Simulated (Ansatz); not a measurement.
`C=[C]([SiH3])[InH2]` + `[SiH3]N[SiH3]` → `[SiH3][N]([SiH3])[InH2]` + `C=C[SiH3]` at 700 K and 1 bar (ligand exchange at the In–C bond).

Computed with Ansatz on PBE0-D4/def2-TZVP structures; ΔE is electronic, products minus reactants. CBS: MP2 limit from def2 TZ/QZ plus the TZ coupled-cluster correction, frozen cores. This one scheme is used for every species. def2 core potentials past Kr. For In outer-core shells are correlated without core-valence functions, which leaves a few kJ/mol of doubt a bond.

```tsv
species	CCSD(T)/CBS energy (Eh)	H − E (kJ/mol)	S (J/(mol·K))
`C=[C]([SiH3])[InH2]`	-559.14593	264.2	493.7
`[SiH3]N[SiH3]`	-637.10515	245.6	444.2
`[SiH3][N]([SiH3])[InH2]`	-827.51128	275.2	546.6
`C=C[SiH3]`	-368.76077	234.3	375.6
```

H − E and S are ideal-gas, rigid-rotor, harmonic terms from PBE0-D4/def2-TZVP. 1 Eh = 2625.50 kJ/mol, R = 8.31446 J/(mol·K).

Question: By hand: ΔE, ΔH, ΔS and ΔG.

Answer: ΔE = (-827.51128) + (-368.76077) − (-559.14593) − (-637.10515) = -0.02097 Eh = -55.1 kJ/mol. Δ(H − E) = 275.2 + 234.3 − 264.2 − 245.6 = -0.3, so ΔH = -55.4 kJ/mol. ΔS = 546.6 + 375.6 − 493.7 − 444.2 = -15.7 J/(mol·K). ΔG = -55.4 − 700 × (-15.7)/1000 = -44.4 kJ/mol.

Question: By hand: the equilibrium constant, and the temperature at which ΔG would vanish if ΔH and ΔS stayed fixed.

Answer: log₁₀ K = −ΔG/(RT ln 10) = 3.3. ΔG = 0 at ΔH/ΔS = 3529 K, far beyond where these terms or the molecules hold.

ΔH outweighs TΔS. A doubt of 5 kJ/mol in ΔE shifts log₁₀ K by 0.4 here. Modes under 60 cm⁻¹, often nearly free rotors, make the harmonic entropy too high. These are equilibria of isolated gas molecules and say nothing of rates. Largest T1 diagnostic: 0.015 (customary marks: 0.02 for closed shells, 0.045 for open ones).
